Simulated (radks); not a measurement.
The numbers below are computed, except where a source is named.
F+, configuration [He] 2s2 2p4. Level of theory: Dirac Kohn-Sham, Slater X-alpha with alpha = 0.667, spin-unpolarised, spherical densities, finite nucleus; open shells are shared between the two j in proportion to 2j + 1; Fermi nuclear charge, rms radius 2.8976 fm (a radial shooting solver on a logarithmic mesh with Libxc functionals). Some entries of the table are withheld. Estimate them.

orbital,occ.,eigenvalue (eV),<1/r> (bohr^-1)
1s1/2,2,-677.5110,8.587
2s1/2,2,-45.4441,1.508
2p1/2,1.33333,(1),(2)
2p3/2,2.66667,(3),(4)

Answer. 
(1) 2p1/2 eigenvalue (eV): -26.9070
(2) 2p1/2 <1/r> (bohr^-1): 1.374
(3) 2p3/2 eigenvalue (eV): -26.8327
(4) 2p3/2 <1/r> (bohr^-1): 1.371
